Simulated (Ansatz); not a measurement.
AsH4NO2Si, SMILES `O[SiH]1N[As]1O` at its PBE0-D4/def2-TZVP geometry, where that method's forces vanish. Total charge 0; spin multiplicity 1.

```xyz
9

O    -0.7204    0.4827    1.6771
Si   -1.1270   -0.1867    0.2443
N    -0.1106   -1.2565   -0.5645
As    0.2177    0.3196   -1.5592
O     1.4020    1.1864   -0.4594
H     0.1606    0.8754    1.6666
H    -2.5673   -0.4894    0.3110
H     0.4596   -2.0810   -0.4796
H     2.2854    1.1494   -0.8363
```

**Question.** What forces (eV/Å) does r2SCAN-D4/def2-TZVPP give on these atoms in the Gaussian-basis code of Ansatz? (Estimate.)

**Answer.** Computed: 
```
O1   0.006  0.029  0.084
Si2 -0.102  0.006 -0.020
N3  -0.082 -0.143  0.087
As4 -0.010  0.036 -0.277
O5   0.063  0.115  0.180
H6   0.013  0.006  0.009
H7   0.021 -0.007  0.012
H8   0.050 -0.032 -0.024
H9   0.041 -0.010 -0.051
```
